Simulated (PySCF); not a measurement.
Bonds: Al1-C2, Al1-C9, Al1-Si16, C2-C3, C9-C10. C2 carries H4, H5; C3 carries H6, H7, H8; C9 carries H11, H12; C10 carries H13, H14, H15; Si16 carries H17, H18, H19.

One conformer, no solvent model, non-relativistic, averaged over atoms made equivalent by symmetry, fast rotation or ring inversion. PBE0-D3(BJ)/def2-SVP geometry; NMR shieldings at B3LYP/pcSseg-1 (pcSseg-2 on Al)/GIAO; PySCF.

Shifts are taken against calculated references (same method and geometry level): TMS for 13C (179.24 ppm) and 1H (31.38 ppm) and 29Si (337.86 ppm); [Al(H2O)6]3+ for 27Al (571.15 ppm).

```csv
atoms,nucleus,count,δ (ppm)
Al1,27Al,1,379.7
C2/C9,13C,2,11.5
H4/H5/H11/H12,1H,4,0.30
Si16,29Si,1,-141.2
C3/C10,13C,2,?
H17/H18/H19,1H,3,3.09
H6/H7/H8/H13/H14/H15,1H,6,?
```

Q: Complete the table.

A: 
- C3/C10: 11.9 ppm, carbon bonded to C, 3 H
- H6/H7/H8/H13/H14/H15: 1.24 ppm, hydrogen on a carbon bonded to C

Shifts are as computed, not scaled to solution data. Of 1309 compounds with measured shifts, 239 miss one by over three times the rms of a fit or turn the order of signals round; such compounds aren't used in these exercises.
